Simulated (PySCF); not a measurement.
Ionisation energy along the 13-electron series

Calculated with PySCF 2.14 and a two-component X2C-1e Hamiltonian (Gaussian nucleus, no Breit or QED terms), each ion in its own even-tempered basis scaled to its charge; GMP2 freezes 1s2 and drops the highest virtual spinors. Values in eV. NIST values: (m) measured, (s) semi-empirical, (t) theoretical.

```csv
ion,configuration,GHF (spin-free),GMP2 (spin-free),GHF (screened spin-orbit),GMP2 (screened spin-orbit),NIST
As(20+),[Ne] 3s2 3p1,813.49,813.90,819.00,819.44,814 ± 4 (s)
Br(22+),[Ne] 3s2 3p1,962.56,962.97,969.93,970.35,963 ± 5 (s)
```

Task: Fill in the row of Se(21+).

Result: configuration: [Ne] 3s2 3p1; GHF (spin-free): 886.46; GMP2 (spin-free): 886.88; GHF (screened spin-orbit): 892.85; GMP2 (screened spin-orbit): 893.29; NIST: 887 ± 4 (s).
